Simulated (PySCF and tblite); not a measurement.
Values are calculated unless marked as measured or tabulated.
## Dynamics report: ring inversion

System: C7H12O, numbered as in [CH3:1][C:2]1([CH3:3])[CH2:4][CH2:5][C:6](=[O:7])[CH2:8]1.

Motion: inversion of the 5-membered ring (2–4–5–6–8). The path came from a restrained scan, a climbing-image band and a saddle search at GFN2-xTB; energies are CAM-B3LYP/pcSseg-1 + D3(BJ)//GFN2-xTB, thermal terms GFN2-xTB. Rate constants are transition-state-theory values, counting equivalent paths, without tunnelling. (PySCF 2.14 with density fitting, tblite 0.8.)

| point | symmetry | E(GFN2) kcal/mol | E(DFT) kcal/mol | ZPE change kcal/mol | lowest mode cm⁻¹ | dipole D |
| --- | --- | --- | --- | --- | --- | --- |
| start (between envelope and twist) | C1 | 0.0 | 0.0 | 0.00 | 68 | 3.15 |
| saddle (envelope) | C1 | 2.2 | 3.5 | 0.04 | 85i | 3.12 |
| end (between envelope and twist) | C1 | 0.0 | 0.0 | 0.00 | 68 | 3.15 |

```json
{
 "Electronic barrier": "3.5 kcal/mol",
 "Barrier with zero-point energy": "3.5 kcal/mol",
 "ΔH‡ (298 K)": "3.0 kcal/mol",
 "ΔS‡ (298 K, symmetry apart)": "-3.2 cal/(mol K)",
 "Paths": "2 equivalent paths",
 "End point": "the same structure with atoms interchanged, or its mirror image",
 "Mean lifetime of the start against this motion at 298 K": "65 ps",
 "Cost": "110 s on 1 thread of Arm Neoverse V1, on a host shared with other jobs (rough), peak memory 1 GiB, launched as `OMP_NUM_THREADS=1 python ens_run.py task.json out`"
}
```

```
T/K  ΔG‡ kcal/mol     k s⁻¹
150           3.6   3.5×10⁷
200           3.7   7.5×10⁸
250           3.8   4.7×10⁹
298           4.0  1.5×10¹⁰
350           4.1  3.8×10¹⁰
400           4.3  7.3×10¹⁰
500           4.7  1.8×10¹¹
```

ΔG and ΔG‡ leave out symmetry numbers and mirror images; rates count paths: 2 out.
